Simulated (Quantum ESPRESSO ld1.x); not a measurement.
Task: Species: Br XXVII. Configuration: [He] 2s1.5 2p5.5 (fractional occupations, a model configuration). All-electron calculation, Dirac Kohn-Sham, PBE, spin-unpolarised, spherical densities, point nucleus; open shells fill j = l - 1/2 first. Program: ld1.x of Quantum ESPRESSO 7.5. Some entries of the table are withheld. Estimate them.

orbital,occ.,eigenvalue (eV),<1/r> (bohr^-1),<r^2> (bohr^2)
1s1/2,2,-14702.4,(1),0.002453
2s1/2,1.5,(2),8.200,0.03972
2p1/2,2,-2849.29,(3),(4)
2p3/2,3.5,-2798.39,(5),(6)

Result: 
(1) 1s1/2 <1/r> (bohr^-1): 35.70
(2) 2s1/2 eigenvalue (eV): -2997.15
(3) 2p1/2 <1/r> (bohr^-1): 8.144
(4) 2p1/2 <r^2> (bohr^2): 0.03010
(5) 2p3/2 <1/r> (bohr^-1): 7.883
(6) 2p3/2 <r^2> (bohr^2): 0.03135
